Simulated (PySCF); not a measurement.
CH5BFNO, SMILES OB(CF)N. Geometry: PBE-D3(BJ)/def2-SVP. This is a generated structure with no PubChem entry under its InChIKey; it may be hypothetical. The values are those of a single conformer.

Computed equilibrium geometry at PBE-D3(BJ)/def2-SVP (PySCF confirms it by a frequency run) as a Z-matrix, and its point group (one conformer of several):
point group Cs.
```
B
O 1 1.3804
H 2 0.9725 1 113.25
N 1 1.4102 2 125.75 3 0.00
H 4 1.0187 1 126.80 2 0.00
H 4 1.0209 5 114.80 1 180.00
C 1 1.5951 2 116.57 3 180.00
F 7 1.4038 1 111.18 2 180.00
H 7 1.1151 8 108.71 6 -122.39
H 7 1.1151 9 106.23 8 116.83
```
